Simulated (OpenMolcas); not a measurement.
# Ti I: the spin-orbit constant, worked from levels

```
Program             : OpenMolcas
Basis               : ANO-R3 [7s5p5d3f2g1h]
Scalar Hamiltonian  : X2C, finite nucleus
Active space        : 4 electrons in 6 orbitals (3d 4s)
State averaging     : 2S+1 = 3 even, 55 roots; 2S+1 = 5 even, 10 roots kept (CI in the orbitals of an earlier block); 2S+1 = 1 even, 49 roots kept (CI in the orbitals of an earlier block)
Spin-orbit coupling : RASSI with atomic mean-field integrals over the reference wave functions, term energies averaged over their components
```

Methods: CASSCF; MS-CASPT2, IPEA 0.25 Eh, imaginary shift 0.1 Eh (closed shells correlated: 3s 3p). Measured levels: NIST Handbook of Basic Atomic Spectroscopic Data.

**The spin-orbit constant.** For the Hund term ³F of d2, E(J) = (A/2) J(J+1) + constant and ζ = 2S·A = 2A. From J = 2 to J = 4 the energy changes by 7 A.

```tsv
Source	E(4) - E(2)	A	ζ
CASSCF	327.3	46.8	94
MS-CASPT2	330.6	47.2	94
measured	386.9	55.3	111
```

All in cm-1. MS-CASPT2 is off by -14.6 % and CASSCF by -15.4 %. Both methods take the spin-orbit matrix elements from the reference wave functions, so the second can move ζ only through the term energies and any multistate remixing. Second-order mixing with other terms is absorbed into this ζ.

CASPT2 does not keep the components of a term degenerate, so their means are used; among the terms shown or strongly mixed into the levels shown the widest spread is 3500 cm-1 (3d² 4s² ³F, MS-CASPT2). Over all roots computed the reference weight is 0.83 to 0.92 in MS-CASPT2; the roots of lowest weight are the least certain, and an intruder state may touch them. Configurations are named by rounded mean occupations; where the s occupation lies near a half they are strongly mixed, a name can repeat and a true partner stay unpaired. Without dynamic correlation excited terms often stand tens of per cent too high (terms of higher spin than the ground term too low), and those without a measured partner can miss by more than the paired ones (holds for CASSCF). The lowest computed level is not the ground level that NIST lists (3F2) (holds for CASSCF). Computed and measured levels are paired by configuration, term and J; levels that our copy of the source lacks, or whose pairing is in doubt (as where it misses far off the trend of its configuration), stay unpaired and out of the deviations. Only configurations of the active space appear.
